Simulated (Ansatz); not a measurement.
The same path of C2H11NSSi2 (17 atoms, charge 0, multiplicity 1) was run twice with different band settings. The coordinate that changes most is the dihedral S2–Si3–N5–H14.

The calculation used RHF/STO-3G (Ansatz).

Relaxed end points:

```xyz
17
Properties=species:S:1:pos:R:3
C -0.069 -2.467 -0.448
S -1.000 -1.161 -1.263
Si -0.228 0.560 -0.266
C 1.603 0.718 -0.606
N -0.983 1.978 -0.969
Si -0.652 0.574 1.954
H 1.003 -2.383 -0.609
H -0.243 -2.503 0.624
H -0.383 -3.421 -0.859
H 1.980 1.655 -0.218
H 2.171 -0.079 -0.145
H 1.812 0.696 -1.668
H -0.790 2.098 -1.968
H -2.003 2.001 -0.874
H -0.058 1.711 2.569
H -2.053 0.611 2.202
H -0.127 -0.589 2.585
```

```xyz
17
Properties=species:S:1:pos:R:3
C -0.386 -2.474 -0.423
S -0.890 -1.113 -1.488
Si -0.117 0.540 -0.398
C 1.738 0.664 -0.588
N -0.783 1.937 -1.226
Si -0.645 0.471 1.806
H 0.691 -2.524 -0.283
H -0.848 -2.433 0.561
H -0.696 -3.405 -0.886
H 2.123 1.546 -0.093
H 2.243 -0.193 -0.161
H 2.018 0.725 -1.631
H -1.799 2.031 -1.149
H -0.388 2.830 -0.916
H -0.421 1.745 2.402
H -2.012 0.131 2.010
H 0.153 -0.479 2.502
```

Common settings: movable images 7; climbing image yes; spring 5.0 eV/Å²; optimiser quadratic models (default); start path IDPP; iteration limit 60; end points relaxed.

| run | force threshold |
| --- | --- |
| 1 | 0.05 eV/Å |
| 2 | 0.2 eV/Å |

Question: What does each run give, and how far can it be trusted?

Answer: Run 1: converged after 9 iterations, highest image 0.101 eV above the first end. A vibrational analysis at the climbing image gives one clearly imaginary mode, 194i cm⁻¹: a first-order saddle point.
Run 2: converged after 5 iterations, highest image 0.102 eV above the first end. The threshold of 0.2 eV/Å is loose, so the images may lie well off the minimum-energy path. Another band between the same ends (7 images) ends at a top of the same energy, where a vibrational analysis finds 1 clearly imaginary mode.
Limits of this set-up: minimal basis.
